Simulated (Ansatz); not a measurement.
`O[Si](O)(F)N[SiH2]F` + NH₃ → `N[Si](O)(O)F` + `N[SiH2]F`  (ligand exchange at the Si–N bond)

Calculated with Ansatz (gas phase, PBE0-D4/def2-TZVP geometries, no zero-point term in ΔE). CBS: MP2 limit from def2 TZ/QZ plus the TZ coupled-cluster correction, frozen cores. This one scheme is used for every species. Functionals use def2-TZVPP. Each species was taken in one conformer, which may not be the lowest.

```json
{"level": "PBE-D4", "ΔE (eV)": "0.06"}
{"level": "PBE", "ΔE (eV)": "0.01"}
{"level": "MP2/def2-QZVPP", "ΔE (eV)": "0.07"}
{"level": "SCS-MP2/def2-QZVPP", "ΔE (eV)": "0.06"}
```

Question: What does CCSD(T)/CBS give? (Best estimate.)

Answer: The calculation gave: +0.08 eV. The listed levels differ from it by -0.02, -0.07, -0.01, -0.02 eV.

Largest T1 diagnostic among the species: 0.011.

In def2-TZVPP, CCSD(T) changes the Hartree–Fock value by +0.07 eV (the triples alone add +0.01 eV) and MP2 by +0.06 eV. The D4 term adds +0.08 eV with B3LYP and +0.05 eV with PBE0; it sums over pairs of atoms, weighted by their polarisabilities, and B3LYP, whose exchange is more repulsive, gets the larger term.

B3LYP here is the variant with VWN-RPA as its local correlation; programs differ in this.
